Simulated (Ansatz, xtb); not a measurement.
Isomers of C2H7As in order of energy

3 gas-phase structures of C2H7As, found in a search over its isomers (lower ones may exist). Each was relaxed with GFN2-xTB; where two conformers were screened, the lower at r2SCAN-D4/def2-SVP//GFN2-xTB is listed:

A. `CC[AsH2]`, a singlet
B. `[CH2-][AsH2+]C`, a singlet
C. `C[AsH]C`, a singlet

Question: Estimate their order in r2SCAN-D4/def2-SVP//GFN2-xTB energy at these geometries, lowest first.

Answer: Calculated order at r2SCAN-D4/def2-SVP//GFN2-xTB: C (0.0), A (2.9), B (62.4) kcal/mol.

Energies above the lowest of each column, in kcal/mol; the last columns are at r2SCAN-D4/def2-SVP geometries and were run for some of them only (a dash: not run or not comparable):

```json
{"structure": "C", "GFN2-xTB": "1.2", "HF/STO-3G": "0.0", "r2SCAN-D4/def2-SVP//GFN2-xTB": "0.0", "r2SCAN-D4/def2-SVP": "0.0", "CCSD(T)/def2-TZVP": "0.0"}
{"structure": "A", "GFN2-xTB": "0.0", "HF/STO-3G": "7.6", "r2SCAN-D4/def2-SVP//GFN2-xTB": "2.9", "r2SCAN-D4/def2-SVP": "2.5", "CCSD(T)/def2-TZVP": "4.7"}
{"structure": "B", "GFN2-xTB": "52.4", "HF/STO-3G": "113.9", "r2SCAN-D4/def2-SVP//GFN2-xTB": "62.4", "r2SCAN-D4/def2-SVP": "–", "CCSD(T)/def2-TZVP": "–"}
```

CCSD(T)/def2-TZVP puts C lowest of those it was run on; GFN2-xTB picks A. Flexible structures stand in one conformer each, not always the lowest. Frequencies (r2SCAN-D4/def2-SVP) were run for A, C alone.

Programs: Ansatz 0.2.0, xtb 6.7.1.
